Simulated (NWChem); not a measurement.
# CH5BS; SMILES S(B)C

Results from NWChem. Pople sets run with spherical d functions. Each level has its own optimisation; frequencies are unscaled. One conformer.

| level | r B–H (Å) | r B–S (Å) | r C–S (Å) | r C–H (Å) | highest harmonic frequency (cm⁻¹) | lowest (cm⁻¹) | zero-point energy (kcal/mol) | dipole (D) |
|---|---|---|---|---|---|---|---|---|
| Hartree-Fock/3-21G | 1.182 | 1.803 | 1.895 | 1.077 | 3352 | 54 | 40.0 | 1.95 |
| BLYP/def2-SVP | 1.210 | 1.773 | 1.856 | 1.106 | 3091 | 62 | 36.2 | 1.74 |
| B3LYP/6-31G* | 1.193 | 1.769 | 1.841 | 1.092 | 3179 | 67 | 37.8 | 1.72 |
